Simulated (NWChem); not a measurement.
# hydrogen iodide (HI); SMILES I

Results from NWChem. def2 effective core potentials on I; no spin-orbit coupling. Each level has its own optimisation; frequencies are unscaled.

For level BLYP/def2-SVP (core potentials):

highest harmonic frequency (cm⁻¹): 2194

Question: Estimate the same quantities for level PBE0/def2-SVP (core potentials).

Answer: 
| Quantity | Result |
|---|---|
| highest harmonic frequency (cm⁻¹) | 2339 |
